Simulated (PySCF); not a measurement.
**From computed data to an observable: chemical shift, span and skew from a shielding tensor**

CH₄Cl₂Ge, SMILES [CH3][GeH]([Cl])[Cl]. Atoms are numbered in the order given.

```xyz
8

Ge    -0.3721    -0.2862     0.0000
C      0.5521    -1.9813     0.0000
Cl     0.2442     0.8319     1.7454
Cl     0.2442     0.8319    -1.7454
H     -1.9023    -0.3282     0.0000
H      0.2800    -2.5542     0.8987
H      0.2800    -2.5542    -0.8987
H      1.6362    -1.8002     0.0000
```
Charge 0, spin multiplicity 1.

Geometry optimised at r2SCAN-D4/def2-SVP.

GIAO shieldings from KT2/pcSseg-1 in PySCF, non-relativistic, no solvent. The symmetric part of the tensor of C2 has the principal values 155.9, 166.0, 190.1 ppm. The same nucleus in TMS has σ = 185.1 ppm at this level (PySCF, at its B3LYP-D3(BJ)/def2-TZVP geometry). Without spin–orbit terms, shifts of atoms bonded to Cl or Br come out too high.

### Question
Work out the isotropic shielding, the ¹³C shift against TMS, the span and the skew.

### Answer

σ(iso) = (σ11 + σ22 + σ33)/3 = 170.7 ppm. δ = σ(ref) − σ(iso) = 185.1 − (170.7) = 14.4 ppm.
Span Ω = σ33 − σ11 = 34.2 ppm. Skew κ = 3(σ(iso) − σ22)/Ω = 0.41. Tumbling in solution averages the tensor to δ; in a static solid the shielding alone would spread this spin-1/2 line over Ω.
